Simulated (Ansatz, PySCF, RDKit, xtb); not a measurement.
Constitutional and geometric isomers with formula C2H6Si. Gas-phase values, no solvent. Strings in code marks are SMILES.

Quantity: electronic energy of isomers of C2H6Si relative to `C=C[SiH3]`, in kcal/mol. The restricted reference of `CC=[SiH2]` and `C=[SiH]C` is unstable towards unrestricted orbitals. Force-field values (RDKit) are differences of steric energies, which aren't made for comparing isomers with other bonds.

Level 1: frozen-core MP2/cc-pVTZ // PBE0-D3(BJ)/def2-TZVP (Ansatz, an electronic-structure program)
Level 2: HF/6-31G* // PBE0-D3(BJ)/def2-TZVP (PySCF)
Level 3: GFN2-xTB (xtb)
Level 4: MMFF94, relaxed from the DFT geometry (RDKit)

| species | level 2 | level 3 | level 4 |
|---|---|---|---|
| `C1C[SiH2]1` | 14.7 | 10.2 | -16.3 |
| `CC=[SiH2]` | 25.7 | 14.0 | -21.8 |
| `C=[SiH]C` | 17.0 | 17.9 | -20.4 |

Q: What does level 1 give for each, and how far do the other levels lie from it on average?

A: 
- `C1C[SiH2]1`: 6.10
- `CC=[SiH2]`: 17.1
- `C=[SiH]C`: 6.70
Mean absolute difference from level 1, which has limits of its own, over these rows (drawn at random from the members that have all these levels): level 2 9.17 kcal/mol, level 3 6.14 kcal/mol, level 4 29.5 kcal/mol.
